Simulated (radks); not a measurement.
Q: The antimony ion Sb5+ is in [Kr] 4d10. Calculated with a radial shooting solver on a logarithmic mesh with Libxc functionals: scalar-relativistic Kohn-Sham, r2SCAN, spin-polarised, spherical densities, finite nucleus; meta-GGA in the generalised Kohn-Sham scheme; Fermi nuclear charge, rms radius of each element as measured or else 0.836 A^(1/3) + 0.57 fm. Open shells are filled with parallel spins first. One electron is removed from 4s, 4p, 3d, 4d in turn, with full relaxation. Which removal costs least, and what does each cost?

A: 4d 100.14 eV; 4p 172.00 eV; 4s 220.62 eV; 3d 601.16 eV. The 4d electron leaves first.
